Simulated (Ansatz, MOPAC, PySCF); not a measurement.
Breaking a bond: SiH, doublet.

- FCI = full CI/cc-pVTZ, frozen core run with Ansatz (a quantum-chemistry and plane-wave program)
- UKS-PBE = unrestricted PBE/cc-pVTZ run with Ansatz
- UKS-BLYP = unrestricted BLYP/cc-pVTZ run with Ansatz
- PM6, unrestricted, heats of formation (MOPAC)
- UKS-B3LYP/6-31G* = PySCF with unrestricted B3LYP/6-31G*, spherical d
- UMP2/3-21G = unrestricted MP2 (frozen core)/3-21G run with PySCF
- UKS-B3LYP/3-21G = unrestricted B3LYP/3-21G (PySCF)

Minimum and curvature come from a quartic fit to the scan points round the minimum, the wavenumber from the most abundant isotopes. The energy at the longest distance isn't given for restricted levels, nor where a curve turns over.

```json
[
 {"method": "FCI", "R at the minimum / Å": "1.529", "force constant / mdyn Å⁻¹": "2.36", "E(6.11 Å) − E(min) / kJ/mol": "298.9", "harmonic wavenumber / cm⁻¹": "2030"},
 {"method": "UKS-PBE", "R at the minimum / Å": "1.549", "force constant / mdyn Å⁻¹": "2.17", "E(6.11 Å) − E(min) / kJ/mol": "299.5", "harmonic wavenumber / cm⁻¹": "1940"},
 {"method": "UKS-BLYP", "R at the minimum / Å": "1.545", "force constant / mdyn Å⁻¹": "2.15", "E(6.11 Å) − E(min) / kJ/mol": "309.3", "harmonic wavenumber / cm⁻¹": "1930"},
 {"method": "PM6", "R at the minimum / Å": "1.550", "force constant / mdyn Å⁻¹": "2.25", "E(6.11 Å) − E(min) / kJ/mol": "299.2", "harmonic wavenumber / cm⁻¹": "1980"},
 {"method": "UKS-B3LYP/6-31G*", "R at the minimum / Å": "1.539", "force constant / mdyn Å⁻¹": "2.33", "E(6.11 Å) − E(min) / kJ/mol": "306.5", "harmonic wavenumber / cm⁻¹": "2020"},
 {"method": "UMP2/3-21G", "R at the minimum / Å": "1.557", "force constant / mdyn Å⁻¹": "2.16", "E(6.11 Å) − E(min) / kJ/mol": "215.3", "harmonic wavenumber / cm⁻¹": "1940"},
 {"method": "UKS-B3LYP/3-21G", "R at the minimum / Å": "1.564", "force constant / mdyn Å⁻¹": "2.10", "E(6.11 Å) − E(min) / kJ/mol": "314.2", "harmonic wavenumber / cm⁻¹": "1910"}
]
```

The unrestricted determinant behind UKS-PBE, UKS-BLYP is spin-contaminated at 2.77 to 6.11 Å (<S²> up to 1.8, against 0.75 for a pure doublet). The unrestricted determinant behind UKS-B3LYP/6-31G*, UKS-B3LYP/3-21G is spin-contaminated at 2.52 to 6.11 Å (<S²> up to 1.8, against 0.75 for a pure doublet). The unrestricted determinant behind UMP2/3-21G is spin-contaminated at 2.07 to 6.11 Å (<S²> up to 1.8, against 0.75 for a pure doublet).
